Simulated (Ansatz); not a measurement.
Total energies of (H2Ga-mu-H)2 (Ga₂H₆) from Ansatz at PBE-D4/def2-TZVP, gas phase (1 Eh = 27.2114 eV = 2625.5 kJ/mol). The reference geometry is relaxed at PBE0-D4/def2-TZVP.

```
atom   x (Å)   y (Å)   z (Å)
 Ga1  -0.113  -0.058  -1.287
  H2   0.943  -0.959  -1.986
  H3  -1.274   0.783  -1.886
  H4  -0.732  -0.926   0.105
 Ga5   0.113   0.059   1.287
  H6  -0.936   0.956   2.001
  H7   1.278  -0.788   1.871
  H8   0.721   0.934  -0.104
```

```tsv
state	geometry	energy (Eh)
charge 0 singlet	reference	-3852.68436
charge 1 doublet	reference	-3852.30650
free Ga atom (doublet)	–	-1924.51515
free H atom (doublet)	–	-0.49962
```

(1) Work out the vertical ionisation energy to the doublet.

(2) What is the binding energy per atom against free atoms?

(1) E(charge 1 doublet) − E(charge 0 singlet) = -3852.30650 − (-3852.68436) = 0.37786 Eh = 10.28 eV. For comparison, −ε of the highest occupied level is 7.44 eV at this level, 2.84 eV less.

(2) Atoms: 2 × (-1924.51515) + 6 × (-0.49962) = -3852.02802 Eh. Binding: -3852.02802 − (-3852.68436) = 0.65634 Eh = 17.86 eV, or 2.23 eV for each of 8 atoms (no zero-point energy, no counterpoise term).
